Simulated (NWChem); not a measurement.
System: GeSiH4OCl2; SMILES Cl[SiH](Cl)[O][GeH3]

```xyz
9

Si    -0.0002     1.0872    -0.6940
Cl    -1.6769     1.6986     0.3599
Cl     1.6672     1.7176     0.3634
O      0.0092    -0.5205    -0.8998
Ge     0.0029    -1.9943     0.1683
H     -0.0024     1.7584    -2.0013
H     -1.3027    -1.9739     0.9904
H      0.0530    -3.1693    -0.8253
H      1.2547    -1.9302     1.0682
```
Atoms are numbered in this order, from 1.

Computed with NWChem. Pople sets run with spherical d functions. The geometry was optimised at B3LYP/6-31G* (spherical d). Ions are spin-unrestricted doublets at the neutral geometry; other ion states weren't tried.

```csv
level,basis functions,"vertical ionisation energy, ΔSCF (eV)",−ε(HOMO) (eV),ΔSCF minus −ε(HOMO) (eV)
PBE0/STO-3G,54,8.07,5.53,2.54
PBE0/3-21G,78,11.03,9.09,1.94
PBE0/6-31G*,108,10.86,8.93,1.93
PBE0/6-311G**,164,[?],[?],[?]
```

What belongs in the gaps?


- PBE0/6-311G**, vertical ionisation energy, ΔSCF (eV): 10.95
- PBE0/6-311G**, −ε(HOMO) (eV): 9.08
- PBE0/6-311G**, ΔSCF minus −ε(HOMO) (eV): 1.87
